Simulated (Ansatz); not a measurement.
A nudged elastic band was laid between two geometries of FGaH$_{2}$OS (6 atoms, charge 0, multiplicity 1).

Level of theory: RKS PBE-D4/def2-SVP in Ansatz 0.2.0.

```
movable images  : 9
climbing image  : yes
spring          : 5.0 eV/Å²
optimiser       : quadratic models (default)
start path      : IDPP
force threshold : 0.05 eV/Å
iteration limit : 49
end points      : relaxed
```

Initial state:

```xyz
6
Properties=species:S:1:pos:R:3
O 1.091 -0.247 -1.234
Ga 0.331 -0.435 0.377
F 1.167 -1.562 1.438
S -1.481 0.547 1.163
H 0.608 0.385 -1.798
H -1.674 1.247 0.008
```

Final state:

```xyz
6
Properties=species:S:1:pos:R:3
O 1.215 -0.253 -1.473
Ga 0.266 -0.233 0.044
F 0.881 -1.288 1.316
S -1.545 0.947 0.478
H 0.833 0.342 -2.145
H -1.609 0.420 1.734
```

Problem. Which bonds break or form, and what moves?

Solution. No bond is made or broken. The dihedral F3–Ga2–S4–H6 goes from 180 to 0°.

Problem. What energy profile does the band end with?

Solution. The forces met the threshold. The highest image is number 5 of 0 to 10, 12.2 kJ/mol above the first end and 16.2 kJ/mol above the last; the last end lies 4.0 kJ/mol below the first. A vibrational analysis at the climbing image gives one clearly imaginary mode, 209i cm⁻¹: a first-order saddle point.

```
image  path coordinate (Å)  energy (kJ/mol)  dihedral F3–Ga2–S4–H6 (°)
    0                 0.00              0.0                        180
    1                 0.29              1.0                        165
    2                 0.58              4.0                        148
    3                 0.87              7.9                        130
    4                 1.16             11.0                        112
    5                 1.45             12.2                         95
    6                 1.77             10.6                         75
    7                 2.09              6.6                         55
    8                 2.42              1.6                         36
    9                 2.74             -2.4                         18
   10                 3.06             -4.0                          0
```

Problem. What is the geometry of the highest image?

Solution. 
```xyz
6
Properties=species:S:1:pos:R:3
O 0.577 -1.020 -1.339
Ga 0.278 -0.364 0.302
F 1.514 -0.860 1.456
S -1.431 0.914 0.935
H -0.148 -0.761 -1.940
H -0.749 2.028 0.540
```

Problem. What are the harmonic wavenumbers there?

Solution. 209i, 135, 158, 187, 378, 382, 657, 672, 705, 836, 2606, 3718 cm⁻¹.

Run time: 2.4 min on 1 thread of Arm Neoverse V1, with other jobs on the host, peak memory 0.12 GiB.
